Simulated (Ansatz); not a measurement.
Basis sets compared for CdMeF (CH3CdF). Total charge 0; singlet. Geometry PBE0-D4/def2-TZVP. Ansatz on 4 threads of Arm Neoverse V1 on a shared host; times are rough, and most runs start from earlier orbitals.

```xyz
6

Cd    0.338    0.378   -1.137
C    -0.226   -0.254    0.762
H     0.629   -0.203    1.436
H    -0.587   -1.281    0.714
H    -1.021    0.390    1.140
F     0.867    0.970   -2.915
```

In the def2 sets Cd takes a core potential; there is no spin–orbit coupling.

Binding counts from free atoms (Cd singlet, C triplet, H doublet, F doublet) in the same basis, without a counterpoise term.

```
           level  functions  energy (Eh)  HOMO (eV)  LUMO (eV)  binding per atom (eV)  wall time
 PBE-D4/def2-SVP         74    -307.2326      -7.00      -1.45                   3.17     0.55 s
PBE0-D4/def2-SVP         74    -307.2291      -8.35      -0.61                   3.10      0.6 s
```

Problem. Estimate the rows for PBE-D4/def2-TZVP, PBE0-D4/def2-TZVP.

Solution. 
```json
{"level": "PBE-D4/def2-TZVP", "functions": "120", "energy (Eh)": "-307.4498", "HOMO (eV)": "-7.38", "LUMO (eV)": "-1.67", "binding per atom (eV)": "3.16", "wall time": "0.75 s"}
{"level": "PBE0-D4/def2-TZVP", "functions": "120", "energy (Eh)": "-307.4419", "HOMO (eV)": "-8.47", "LUMO (eV)": "-0.83", "binding per atom (eV)": "3.10", "wall time": "1.2 s"}
```
